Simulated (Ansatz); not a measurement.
Program: Ansatz. Geometries: PBE0-D4/def2-TZVP. ΔE: electronic, gas phase. CCSD(T)/CBS adds triple-zeta CCSD(T) − MP2 to the extrapolated MP2 energy (def2 sets, frozen cores). This one scheme is used for every species. Functionals use def2-TZVPP. Triplets are unrestricted, without spin–orbit coupling. Each species was taken in one conformer, which may not be the lowest.

Consider the formal loss of a carbene: `C=C(C)[SiH2][SiH3]` → `C=C[SiH2][SiH3]` + `[CH2]` (triplet).

`C=C(C)[SiH2][SiH3]`:

Cartesian coordinates in Å:
```
C 1.817 -0.792 0.907
C 0.979 0.069 0.330
C 1.391 0.918 -0.834
Si -0.777 0.215 0.962
Si -2.304 -0.522 -0.656
H 2.839 -0.913 0.553
H 1.522 -1.406 1.752
H 2.432 0.738 -1.113
H 1.277 1.982 -0.604
H 0.765 0.723 -1.710
H -1.091 1.639 1.276
H -0.928 -0.594 2.202
H -2.087 -1.964 -0.957
H -2.131 0.247 -1.920
H -3.705 -0.340 -0.189
```

`C=C[SiH2][SiH3]`:

Cartesian coordinates in Å:
```
C -1.646 -0.360 1.631
C -0.368 -0.418 1.268
Si 0.191 -0.792 -0.468
Si 1.240 1.076 -1.415
H -2.450 -0.554 0.928
H -1.947 -0.119 2.647
H 0.391 -0.212 2.022
H 1.159 -1.926 -0.471
H -0.996 -1.175 -1.283
H 0.287 2.215 -1.506
H 2.394 1.497 -0.572
H 1.745 0.769 -2.781
```

`[CH2]` (triplet):

```xyz
3

C    -0.048   -0.271   -0.019
H    -0.397    0.146    0.913
H     0.444    0.126   -0.894
```

CCSD(T)/CBS gives +445.2 kJ/mol.

Problem. Another level gave +419.6 kJ/mol. Which?
A. r2SCAN-D4/def2-TZVPP
B. r2SCANh/def2-TZVPP
C. revPBE-D4/def2-TZVPP
D. MP2/def2-TZVPP

Solution. B. r2SCANh 419.6, revPBE-D4 442.2, r2SCAN-D4 424.0, MP2/def2-TZVPP 449.4 kJ/mol.

Problem. What do rigid-rotor, harmonic-oscillator terms from PBE0-D4/def2-TZVP frequencies (298.15 K, 1 bar) make of the CCSD(T)/CBS value? (Estimate.)

Solution. The calculation gave: ΔZPE = -28.2 kJ/mol, ΔH = +423.2 kJ/mol, ΔS = 163 J/(mol·K), ΔG = +374.6 kJ/mol. Open shells count their whole term as degenerate. Modes under 50 cm⁻¹ make the entropy rough.

Largest T1 diagnostic among the species: 0.013.

From PBE to PBE0 (25 % exact exchange), in def2-TZVPP and without D4, ΔE moves by −8.0 kJ/mol. In def2-TZVPP, CCSD(T) changes the Hartree–Fock value by +142.1 kJ/mol (the triples alone add +12.3 kJ/mol) and MP2 by +157.5 kJ/mol. Leaving LDA and LC-ωPBE aside and taking each functional with its dispersion term where it has one, the values, not all of them listed here, spread over 35.7 kJ/mol, from r2SCAN0-D4 to ωB97X-V. LDA lies +78.3 kJ/mol from PBE without D4.
